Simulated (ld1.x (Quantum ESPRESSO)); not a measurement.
Configuration tests for Pb (TM)

lead, norm-conserving Troullier–Martins (Kleinman–Bylander form), made with ld1.x (Quantum ESPRESSO) 7.5 (PBE, scalar-relativistic). Core [Xe] 4f14, reference 5d10 6s1 6p3. Waves: 6s (bound): rc 1.50 bohr; 6p (bound): rc 2.80 bohr; 5d (bound): rc 2.05 bohr. Local part: all-electron potential smoothed inside 1.40 bohr (lloc = -2). Core correction: none.

Energies are relative to the spin-unpolarised reference configuration 5d10 6s1 6p3; without spin polarisation the order of configurations can differ from experiment.

(1) Give the all-electron excitation energy and the error of the potential for: 5d10 6s2 6p2; 5d10 6s2 6p1; 5d10 6s2 6p0; 5d10 6s0 6p0; 5d9 6s2 6p2; 5d10 6s1 6p2; 5d10 6s1 6p0.

Levels in the configuration 5d10 6s0 6p0:

| level | all-electron (eV) | pseudo (eV) |
| --- | --- | --- |
| 5d | -61.668 | -61.491 |

Note: ghost state, extra bound levels that the all-electron valence spectrum of the same l lacks: s at -36.8 eV. A true bound ghost makes a file unfit for plane-wave use.

Results:

(1)

```csv
valence configuration,charge,ΔE all-electron (eV),error AE − PS (meV)
5d10 6s2 6p2,0,-8.736,+16
5d10 6s2 6p1,+1,-2.161,+6.2
5d10 6s2 6p0,+2,11.284,-8.9
5d10 6s0 6p0,+4,86.396,+51
5d9 6s2 6p2,+1,18.426,+97
5d10 6s1 6p2,+1,7.366,+4.5
5d10 6s1 6p0,+3,43.693,-18
```
